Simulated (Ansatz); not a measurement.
`[SiH3][Si]([SiH3])([SiH3])[SiH3]`, relaxed with RKS PBE0-D4/def2-TZVP in Ansatz 0.2.0 from a PBE-D4/def2-SVP geometry. The force threshold is 0.005 eV/Å; the program also tests the step.

Charge 0, multiplicity 1.

Start:

```xyz
17

Si    1.558    0.164    1.755
Si   -0.004    0.003    0.002
Si    0.883   -1.352   -1.706
Si   -0.448    2.148   -0.856
Si   -1.995   -0.960    0.805
H     1.853   -1.204    2.316
H     2.847    0.766    1.257
H     1.017    1.033    2.860
H    -0.099   -1.475   -2.842
H     1.181   -2.730   -1.174
H     2.161   -0.756   -2.237
H    -1.429    2.067   -1.997
H     0.819    2.794   -1.357
H    -1.036    3.019    0.225
H    -2.585   -0.098    1.891
H    -3.001   -1.088   -0.310
H    -1.723   -2.330    1.369
```

(1) How much energy does the relaxation release, and in how many steps? (Best estimate.)

(2) Which bonds change most? (Best estimate.)

(3) Give the relaxed structure. (Best estimate.)

Answers

(1) Computed: 4.36 kJ/mol, in 3 steps.

(2) Ansatz gave: Si1–H7 from 1.507 to 1.488 Å; Si1–H8 from 1.507 to 1.488 Å; Si1–H6 from 1.507 to 1.488 Å; Si4–H12 from 1.507 to 1.488 Å.

(3) Computed: 
```xyz
17

Si    1.545    0.163    1.743
Si   -0.001    0.001    0.000
Si    0.878   -1.343   -1.696
Si   -0.446    2.132   -0.847
Si   -1.978   -0.951    0.799
H     1.836   -1.187    2.299
H     2.816    0.760    1.250
H     1.006    1.021    2.832
H    -0.095   -1.461   -2.816
H     1.171   -2.705   -1.173
H     2.139   -0.752   -2.220
H    -1.415    2.047   -1.973
H     0.808    2.761   -1.344
H    -1.024    2.997    0.216
H    -2.561   -0.102    1.874
H    -2.972   -1.075   -0.301
H    -1.710   -2.305    1.354
```
